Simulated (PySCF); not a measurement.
A side-by-side comparison of computed properties.

First species: C5H9OP.
Numbering: `[CH3:1][O:2][C:3]1=[C:4]([CH3:5])[P:6]1[CH3:7]` (hydrogens: H8, H9, H10 on C1; H11, H12, H13 on C5; H14, H15, H16 on C7)

Second species: C6H10O.
SMILES: `CO[C@H]1CC12CC2`

Levels: wB97X-D/def2-SVPD for dipole moment, HOMO energy, LUMO energy, HOMO–LUMO gap, static isotropic polarisability and electronic spatial extent ⟨r²⟩ about the centre of nuclear charge; TDDFT wB97X-D/def2-SVPD for lowest singlet excitation; TDA wB97X-D/def2-SVPD for lowest triplet excitation (Tamm–Dancoff); GFN2-xTB for rotational constant A and rotational constant C. Geometries: GFN2-xTB. All species are isolated and taken at one optimised geometry, non-relativistic unless stated. Electronic properties by PySCF.

Dipoles, sizes and rotational constants follow the conformer. The torsions of the flexible species, by atom-mapped SMILES:
- `[CH3:1][O:2][C:3]1=[C:4]([CH3:5])[P:6]1[CH3:7]`: C1–O2–C3–C4 -173°
- `[CH3:1][O:2][C@H:3]1[CH2:4][C:5]12[CH2:6][CH2:7]2`: C1–O2–C3–C4 82°

Values for the first species:

- Dipole moment: 1.08 D
- HOMO energy: -7.74 eV
- LUMO energy: 2.16 eV
- HOMO–LUMO gap: 9.90 eV
- Lowest singlet excitation: 5.15 eV
- Lowest triplet excitation (Tamm–Dancoff): 4.35 eV
- Static isotropic polarisability: 89.8 au
- Electronic spatial extent ⟨r²⟩ about the centre of nuclear charge: 1052 bohr²
- Rotational constant A: 2.555 GHz
- Rotational constant C: 1.223 GHz

(1) Estimate the same properties for the second species, and the change in each.

## Answers

(1) 
```json
{"property": "dipole moment", "first": "1.08 D", "second": "1.15 D", "second less first": "+0.07 D"}
{"property": "HOMO energy", "first": "-7.74 eV", "second": "-9.01 eV", "second less first": "-1.27 eV"}
{"property": "LUMO energy", "first": "2.16 eV", "second": "2.47 eV", "second less first": "+0.31 eV"}
{"property": "HOMO–LUMO gap", "first": "9.90 eV", "second": "11.48 eV", "second less first": "+1.58 eV"}
{"property": "lowest singlet excitation", "first": "5.15 eV", "second": "7.35 eV", "second less first": "+2.20 eV"}
{"property": "lowest triplet excitation (Tamm–Dancoff)", "first": "4.35 eV", "second": "7.25 eV", "second less first": "+2.90 eV"}
{"property": "static isotropic polarisability", "first": "89.8 au", "second": "73.3 au", "second less first": "-16.5 au"}
{"property": "electronic spatial extent ⟨r²⟩ about the centre of nuclear charge", "first": "1052 bohr²", "second": "872 bohr²", "second less first": "-180 bohr²"}
{"property": "rotational constant A", "first": "2.555 GHz", "second": "6.576 GHz", "second less first": "+4.021 GHz"}
{"property": "rotational constant C", "first": "1.223 GHz", "second": "1.506 GHz", "second less first": "+0.283 GHz"}
```

On the first: The principal polarisabilities are 73.8, 94.8 and 100.7 au; their mean is the isotropic value.

On the second: The dipole matches unit charges of opposite sign 0.24 Å apart (1 e·Å = 4.8032 D).
